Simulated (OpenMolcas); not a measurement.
**Si3+: terms and fine structure**

| Quantity | Value |
| --- | --- |
| Program | OpenMolcas |
| Method | CASSCF |
| Basis | ANO-RCC-VQZP [6s5p3d2f1g] |
| Scalar Hamiltonian | DKH2, point nucleus |
| Active space | 1 electron in 8 orbitals (3s 3p 4s 4p) |
| State averaging | 2S+1 = 2 even, 1 root; 2S+1 = 2 odd, 3 roots |
| Spin-orbit coupling | state interaction with AMFI integrals over the reference wave functions, term energies averaged over their components |

Spin-free terms above the lowest, with the occupations of the reference (each correlating shell added to its valence partner):

```csv
Configuration,Term,E (cm⁻¹),Occupations
3s,²S,0.0,3s 1.00
3p,²P°,70956,3p 1.00
```

With spin-orbit coupling, above the lowest level:

```tsv
Configuration	Term	J	E (cm⁻¹)	Measured (cm⁻¹)	g	Term weight %
3s	²S	1/2	0.0	0.0	2.002	100
3p	²P°	1/2	70702	71288	0.666	100
3p	²P°	3/2	71083	71749	1.334	100
```

Against the 2 measured excited levels shown (NIST levels in Kelleher and Podobedova, J. Phys. Chem. Ref. Data 37, 1285 (2008)) the mean absolute deviation is 630 cm-1; the largest miss in energy is 3p ²P°_3/2: computed 71083, measured 71749 cm⁻¹ (-0.9 %).

With one active electron outside closed inactive shells, the extra shells (4p 4s) add no correlation to the reference. With one active electron the reference holds no correlation, so core polarisation is missing. Measured partners are found by configuration, term and J. A level has none where our copy of the source lacks it or the pairing is in doubt (some pairs that miss far off the trend of their configuration count as doubtful), and it then counts in no deviation. Only configurations of the active space appear. The first state left out of the spin-orbit step lies near 190000 cm-1 above the lowest spin-free state of the reference (among the parities and spins computed), and the list stops at four fifths of that energy or lower.

The RASSCF and RASSI steps took 15 s on 1 thread of Intel(R) Xeon(R) Platinum 8488C (Sapphire Rapids), on a shared host; the integral step is not counted.

The term weight is that of the spin-free term in the level, not the purity of its configuration. ° marks odd parity.
